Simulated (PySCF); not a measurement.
Which determinant of AgS lies lowest?

Unrestricted PBE0; basis Ag x2c-TZVPPall, S x2c-TZVPPall; spin-free X2C with a Gaussian nucleus; PySCF 2.14. Outer shells of the fragments: Ag 4d10 5s1; S 3s2 3p4.

Followed along the bond (rough minima from three points):

| 2Ms+1 | unpaired | ⟨S²⟩ at the start | R at minimum (Å) | Te (eV) |
| --- | --- | --- | --- | --- |
| 2 | π ↑ | 0.76 | 2.30 | 0.00 |
| 2 | σ ↑ | 0.76 | 2.27 | 1.34 |
| 4 | σ ↑, π ↑↑ | 3.76 | none in the scan | ≤ 2.04 |

Solutions found at the starting distance of 2.320 Å, counted from the lowest of them; the search is not exhaustive and high or unbound solutions are not listed, so other states can lie among these:

```
2Ms+1       unpaired   term  E (eV)  ⟨S²⟩  ⟨Lz²⟩  μ (D)
    2            π ↑     ²Π    0.00  0.76   1.01  -4.50
    2            σ ↑    ²Σ⁺    1.35  0.76   0.00  -5.90
    4      σ ↑, π ↑↑    ⁴Σ⁻    2.07  3.76   0.00   2.41
    2      σ ↓, π ↑↑  mixed    2.22  1.76   0.00   2.56
    2      σ ↑, π ↑↓  mixed    2.50  1.76   2.03   2.33
    4      σ ↑↑, π ↑     ⁴Π    2.55  3.76   1.01   0.91
    2            σ ↑  mixed    3.66  0.77   2.01   1.75
    4          π ↑↑↑     ⁴Π    4.87  3.76   1.00   1.76
    2            δ ↑     ²Δ    5.17  0.76   4.00  -6.11
    2          π ↑↑↓  mixed    5.24  1.77   3.03   1.69
    4  σ ↑, π ↑, δ ↑  mixed    5.33  3.76   4.99  -1.99
    4  σ ↑, π ↑, δ ↑  mixed    5.34  3.76   5.02  -2.00
    6    σ ↑↑, π ↑↑↑     ⁶Π    8.30  8.76   1.05   5.35
    6    σ ↑↑↑, π ↑↑    ⁶Σ⁻    9.47  8.75   0.00   3.76
```

A term symbol is given only where ⟨S²⟩ and ⟨Lz²⟩ are close to those of a pure state; real π, δ and φ orbitals otherwise mix terms. A positive dipole means Ag(−)S(+).

Spin–orbit coupling is left out. Counting both spins, an empty level lies below a filled one in some of these solutions, because spin and occupation are held. With d or f electrons several states lie close, and the lowest PBE0 determinant need not be the measured ground state.
